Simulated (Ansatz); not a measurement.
The cluster Cs5⁺. Charge 1, multiplicity 1. Geometry r2SCAN/def2-TZVP; atoms count from 1.

Cartesian coordinates in Å:
```
Cs -5.119 -0.123 3.173
Cs 3.289 1.418 -2.471
Cs 4.586 -3.438 -1.834
Cs -2.628 3.426 0.511
Cs -0.129 -1.283 0.621
```

In the def2 sets Cs takes a core potential; there is no spin–orbit coupling. The restricted singlet is unstable towards broken spin symmetry in Hartree–Fock (as tested in another run); at PBE0/def2-TZVP this wasn't settled. Another isomer (triplet) lies 0.03 eV lower at r2SCAN/def2-TZVP; other spin states weren't run for this one.

Q: Estimate the Mulliken populations from the PBE0/def2-TZVP orbitals of Ansatz.

A: 
```json
{"atom": "Cs1", "charge (e)": "-0.22"}
{"atom": "Cs2", "charge (e)": "0.07"}
{"atom": "Cs3", "charge (e)": "-0.22"}
{"atom": "Cs4", "charge (e)": "0.08"}
{"atom": "Cs5", "charge (e)": "1.29"}
```
Mulliken values and Mayer orders depend strongly on the basis.

Q: And the Mayer bond orders between bonded heavy atoms (over 0.3)?

A: Cs1–Cs4 1.07 (5.09 Å); Cs2–Cs3 1.08 (5.07 Å).
